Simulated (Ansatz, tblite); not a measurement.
Removing and adding an electron: `c1cc2ncc3ccc4nccc(c2c1)c34`. The state is a singlet with charge 0. Geometry: PBE0-D4/def2-SVP. Ansatz, gas phase; energy differences of separate SCF runs; the oxidised species was run as a doublet alone; the reduced species was run as a doublet alone.

```xyz
24

C    -3.392    1.162   -0.798
C    -3.029    0.103   -1.579
C    -1.692   -0.295   -1.207
N    -1.108   -1.289   -1.805
C     0.130   -1.785   -1.580
C     1.080   -1.377   -0.677
C     2.404   -1.994   -0.517
C     3.091   -1.352    0.456
C     2.242   -0.275    0.985
N     2.540    0.577    1.938
C     1.574    1.474    2.235
C     0.341    1.538    1.613
C     0.006    0.622    0.579
C    -1.260    0.645   -0.099
C    -2.312    1.496    0.106
C     1.006   -0.303    0.275
H    -4.345    1.691   -0.836
H    -3.602   -0.396   -2.357
H     0.389   -2.634   -2.223
H     2.749   -2.841   -1.111
H     4.097   -1.565    0.815
H     1.814    2.189    3.029
H    -0.372    2.302    1.926
H    -2.350    2.305    0.834
```

The xTB rows come from tblite. HOMO above LUMO, or a gap near zero within one spin, warns that the state may not be the lowest or that an electron is smeared out.

(1) Estimate orbital energies and vertical ionisation energies and electron affinities at: GFN1-xTB; GFN2-xTB; PBE-D4/def2-SVP; PBE0-D4/def2-SVP.

Answers

(1) 
| level | −HOMO (eV) | vertical IE (eV) | −LUMO (eV) | vertical EA (eV) | HOMO–LUMO gap (eV) | IE − EA (eV) | remarks |
| --- | --- | --- | --- | --- | --- | --- | --- |
| GFN1-xTB | 11.14 | 13.51 | 9.78 | 7.50 | 1.36 | 6.00 | – |
| GFN2-xTB | 10.18 | 12.60 | 9.10 | 6.76 | 1.08 | 5.84 | – |
| PBE-D4/def2-SVP | 5.47 | 7.79 | 4.04 | 1.92 | 1.43 | 5.86 | HOMO above zero (-1 doublet), gap within one spin near zero (+1 doublet) |
| PBE0-D4/def2-SVP | 6.39 | 7.88 | 3.43 | 1.99 | 2.95 | 5.89 | – |

Relaxing the reduced species (PBE0-D4/def2-SVP) changes its energy by -0.20 eV at PBE0-D4/def2-SVP, so the adiabatic electron affinity to this nearest minimum is 2.19 eV. At PBE-D4/def2-SVP it is 2.15 eV.     A HOMO above zero means that the electron is unbound at that level or that self-interaction error raises the level; the energy of removing that electron tells which. Raw xTB energy differences between charge states are shifted by several eV; the methods need an empirical correction for them. Sets without diffuse functions give affinities that are too small.
